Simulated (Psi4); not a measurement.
Psi4 input (wB97X-D/6-311+G**):

```
memory 1500 MB

molecule {
1 2
Si    0.08877179   -0.47505642    0.00414295
O    -0.20624850    1.10372528   -0.00962554
H    -1.10586674   -1.33436007   -0.00895570
H     1.51304961   -0.84465226    0.02795877
symmetry c1
no_reorient
no_com
}

set {
  basis 6-311+G**
  reference uks
  scf_type pk
  dft_radial_points 99
  dft_spherical_points 590
  e_convergence 1e-8
  d_convergence 1e-7
  maxiter 150
}

e = energy('wb97x-d')
print_out(f'\nFINAL {e:.10f} DIPOLE {variable("CURRENT DIPOLE")[0]:.6f} {variable("CURRENT DIPOLE")[1]:.6f} {variable("CURRENT DIPOLE")[2]:.6f}\n')
```

Output:

```
   => Loading Basis Set <=

    Name: 6-311+G**
    Role: ORBITAL
    Keyword: BASIS
    atoms 1   entry SI         line   351 file 6-311pgss.gbs
    atoms 2   entry O          line   171 file 6-311pgss.gbs
    atoms 3-4 entry H          line    42 file 6-311pgss.gbs

   => WB97X-D: Empirical Dispersion <=

    Chai and Head-Gordon Dispersion Correction
    Chai, J.-D.; Head-Gordon, M. (2010), J. Chem. Phys., 132: 6615-6620

        s6 =       1.000000

         ---------------------------------------------------------
                                   SCF
               by Justin Turney, Rob Parrish, Andy Simmonett
                          and Daniel G. A. Smith
                              UKS Reference
         ---------------------------------------------------------

  ==> Geometry <==

    Molecular point group: c1
    Full point group: C1

    Geometry (in Angstrom), charge = 1, multiplicity = 2:

       Center              X                  Y                   Z               Mass
    ------------   -----------------  -----------------  -----------------  -----------------
         SI           0.088771790000    -0.475056420000     0.004142950000    27.976926534650
         O           -0.206248500000     1.103725280000    -0.009625540000    15.994914619570
         H           -1.105866740000    -1.334360070000    -0.008955700000     1.007825032230
         H            1.513049610000    -0.844652260000     0.027958770000     1.007825032230

  Running in c1 symmetry.

  Rotational constants: A =      4.71183  B =      0.57775  C =      0.51464 [cm^-1]
  Rotational constants: A = 141256.96372  B =  17320.46952  C =  15428.65769 [MHz]
  Nuclear repulsion =   50.425065583792687

  Charge       = 1
  Multiplicity = 2
  Electrons    = 23
  Nalpha       = 12
  Nbeta        = 11

  ==> Algorithm <==

  SCF Algorithm Type is PK.
  DIIS enabled.
  MOM disabled.
  Fractional occupation disabled.
  Guess Type is SAD.
  Energy threshold   = 1.00e-08
  Density threshold  = 1.00e-07
  Integral threshold = 1.00e-12

  ==> Primary Basis <==

  Basis Set: 6-311+G**
    Blend: 6-311+G**
    Number of shells: 32
    Number of basis functions: 64
    Number of Cartesian functions: 66
    Spherical Harmonics?: true
    Max angular momentum: 2

  ==> DFT Potential <==

   => LibXC <=

    Version 7.1.2
    S. Lehtola, C. Steigemann, M. J. T. Oliveira, and M. A. L. Marques,  SoftwareX 7, 1–5 (2018) (10.1016/j.softx.2017.11.002)

   => Composite Functional: WB97X-D <=

    wB97X-D Hyb-GGA Exchange-Correlation Functional

    J.-D. Chai and M. Head-Gordon,  Phys. Chem. Chem. Phys. 10, 6615–6620 (2008) (10.1039/B810189B)

    Deriv               =              1
    GGA                 =           TRUE
    Meta                =          FALSE

    Exchange Hybrid     =           TRUE
    MP2 Hybrid          =          FALSE

   => Exchange-Correlation Functionals <=

    1.0000   wB97X-D range-separated functional

   => Exact (HF) Exchange <=

    0.7780            HF,LR [omega = 0.2000]
    0.2220               HF

   => LibXC Density Thresholds  <==

    XC_HYB_GGA_XC_WB97X_D:  1.00E-14

   => Molecular Quadrature <=

    Radial Scheme          =       TREUTLER
    Pruning Scheme         =           NONE
    Nuclear Scheme         =       TREUTLER

    Blocking Scheme        =         OCTREE
    BS radius alpha        =              1
    Pruning alpha          =              1
    Radial Points          =             99
    Spherical Points       =            590
    Total Points           =         226958
    Total Blocks           =           1704
    Max Points             =            256
    Max Functions          =             64
    Weights Tolerance      =       1.00E-15

  ==> Integral Setup <==

  Using in-core PK algorithm.
   Calculation information:
      Number of atoms:                   4
      Number of AO shells:              32
      Number of primitives:             56
      Number of atomic orbitals:        66
      Number of basis functions:        64

      Integral cutoff                 1.00e-12
      Number of threads:                 1

  Performing in-core PK
  Using 6492720 doubles for integral storage.
  We computed 135373 shell quartets total.
  Whereas there are 139656 unique shell quartets.

  Computing range-separated integrals for PK
  We computed 135373 wK shell quartets total.
  Whereas there are 139656 wK unique shell quartets.

  ==> DiskJK: Disk-Based J/K Matrices <==

    J tasked:                  Yes
    K tasked:                  Yes
    wK tasked:                 Yes
    Omega:               2.000E-01
    Schwarz Cutoff:          1E-12


  Cached 100.0% of DFT collocation blocks in 0.342 [GiB].

  Minimum eigenvalue in the overlap matrix is 3.5874833572E-03.
  Reciprocal condition number of the overlap matrix is 6.5661523459E-04.
    Using symmetric orthogonalization.

  ==> Pre-Iterations <==

  SCF Guess: Superposition of Atomic Densities via on-the-fly atomic UHF (no occupation information).

   -------------------------
    Irrep   Nso     Nmo
   -------------------------
     A         64      64
   -------------------------
    Total      64      64
   -------------------------

  ==> Iterations <==

                        Total Energy        Delta E     RMS |[F,P]|

   @UKS iter SAD:  -365.13006216093606   -3.65130e+02   0.00000e+00
   @UKS iter   1:  -365.27630186916525   -1.46240e-01   1.04230e-02 DIIS/ADIIS
   @UKS iter   2:  -364.62339189152107    6.52910e-01   2.13170e-02 DIIS/ADIIS
   @UKS iter   3:  -365.49258344111985   -8.69192e-01   1.87534e-03 DIIS/ADIIS
   @UKS iter   4:  -365.50410152512819   -1.15181e-02   9.09379e-04 DIIS/ADIIS
   @UKS iter   5:  -365.50873076141318   -4.62924e-03   3.51471e-04 DIIS/ADIIS
   @UKS iter   6:  -365.51039139822763   -1.66064e-03   1.37218e-04 DIIS/ADIIS
   @UKS iter   7:  -365.51050276792176   -1.11370e-04   4.32856e-05 DIIS
   @UKS iter   8:  -365.51052347721713   -2.07093e-05   8.71350e-06 DIIS
   @UKS iter   9:  -365.51052402210155   -5.44884e-07   3.06083e-06 DIIS
   @UKS iter  10:  -365.51052406646505   -4.43635e-08   8.52221e-07 DIIS
   @UKS iter  11:  -365.51052406862175   -2.15670e-09   3.59258e-07 DIIS
   @UKS iter  12:  -365.51052406915397   -5.32225e-10   8.56544e-08 DIIS
  Energy and wave function converged.

  ==> Post-Iterations <==

   Electrons on quadrature grid:
      Nalpha   =   12.0000000201 ; deviation = 2.013e-08
      Nbeta    =   10.9999999699 ; deviation = -3.012e-08
      Ntotal   =   22.9999999900 ; deviation = -9.995e-09

   @Spin Contamination Metric:   6.676001408E-03
   @S^2 Expected:                7.500000000E-01
   @S^2 Observed:                7.566760014E-01
   @S   Expected:                5.000000000E-01
   @S   Observed:                5.000000000E-01

    Orbital Energies [Eh]
    ---------------------

    Alpha Occupied:

       1A    -66.617195     2A    -19.609192     3A     -5.749603
       4A     -4.098999     5A     -4.092607     6A     -4.088732
       7A     -1.405003     8A     -0.907967     9A     -0.819665
      10A     -0.775553    11A     -0.746773    12A     -0.729963

    Alpha Virtual:

      13A     -0.283688    14A     -0.181780    15A     -0.166897
      16A     -0.098838    17A     -0.068671    18A     -0.057209
      19A     -0.034852    20A     -0.032291    21A      0.074966
      22A      0.096860    23A      0.120287    24A      0.121177
      25A      0.121268    26A      0.148002    27A      0.182245
      28A      0.209389    29A      0.279922    30A      0.294483
      31A      0.303885    32A      0.403480    33A      0.565280
      34A      0.581122    35A      0.720920    36A      0.860052
      37A      0.885196    38A      0.886074    39A      0.979308
      40A      1.000485    41A      1.020249    42A      1.215812
      43A      1.234694    44A      1.252151    45A      1.271816
      46A      1.386064    47A      1.783199    48A      1.860154
      49A      2.329048    50A      2.451246    51A      2.537936
      52A      2.561925    53A      2.663380    54A      2.676467
      55A      3.124637    56A      4.715505    57A      4.741769
      58A      4.813303    59A      5.364039    60A     11.058622
      61A     11.231253    62A     11.281279    63A     49.600909
      64A    140.847618

    Beta Occupied:

       1A    -66.617733     2A    -19.587539     3A     -5.750129
       4A     -4.099796     5A     -4.093254     6A     -4.089328
       7A     -1.330979     8A     -0.896221     9A     -0.753421
      10A     -0.749682    11A     -0.716397

    Beta Virtual:

      12A     -0.388881    13A     -0.281519    14A     -0.175431
      15A     -0.165388    16A     -0.098910    17A     -0.068395
      18A     -0.059581    19A     -0.032809    20A     -0.009478
      21A      0.076765    22A      0.098150    23A      0.121059
      24A      0.121571    25A      0.124784    26A      0.146972
      27A      0.182682    28A      0.210370    29A      0.288968
      30A      0.297269    31A      0.301181    32A      0.401928
      33A      0.571554    34A      0.579964    35A      0.731950
      36A      0.895612    37A      0.898045    38A      0.915480
      39A      0.982427    40A      0.998989    41A      1.020513
      42A      1.221356    43A      1.243368    44A      1.272493
      45A      1.276733    46A      1.397897    47A      1.789201
      48A      1.866307    49A      2.341514    50A      2.458760
      51A      2.626341    52A      2.649142    53A      2.697283
      54A      2.744559    55A      3.167273    56A      4.768540
      57A      4.828613    58A      4.837873    59A      5.363752
      60A     11.057649    61A     11.230705    62A     11.280961
      63A     49.626998    64A    140.847077

    Final Occupation by Irrep:
              A
    DOCC [    11 ]
    SOCC [     1 ]
    NA   [    12 ]
    NB   [    11 ]

  @UKS Final Energy:  -365.51052406915397

   => Energetics <=

    Nuclear Repulsion Energy =             50.4250655837926871
    One-Electron Energy =                -598.7928283910356413
    Two-Electron Energy =                 204.3481532223167392
    DFT Exchange-Correlation Energy =     -21.4904930163008885
    Empirical Dispersion Energy =          -0.0004214679269054
    VV10 Nonlocal Energy =                  0.0000000000000000
    Total Energy =                       -365.5105240691539734

  UHF NO Occupations:
  HONO-2 :   10  A 1.9993216
  HONO-1 :   11  A 1.9982334
  HONO-0 :   12  A 1.0000000
  LUNO+0 :   13  A 0.0017666
  LUNO+1 :   14  A 0.0006784
  LUNO+2 :   15  A 0.0005322
  LUNO+3 :   16  A 0.0002971

Computation Completed

Properties will be evaluated at   0.000000,   0.000000,   0.000000 [a0]

Properties computed using the SCF density matrix

 Multipole Moments:

 ------------------------------------------------------------------------------------
     Multipole            Electronic (a.u.)      Nuclear  (a.u.)        Total (a.u.)
 ------------------------------------------------------------------------------------

 L = 1.  Multiply by 2.5417464519 to convert [e a0] to [Debye]
 Dipole X            :          0.2738824           -0.0000001            0.2738823
 Dipole Y            :         -1.4656631            0.0000001           -1.4656630
 Dipole Z            :          0.0127819            0.0000001            0.0127820
 Magnitude           :                                                    1.4910879

 ------------------------------------------------------------------------------------

FINAL -365.5105240692 DIPOLE 0.273882 -1.465663 0.012782

*** Psi4 exiting successfully. Buy a developer a beer!
```

The dipole moment of an ion depends on the origin.
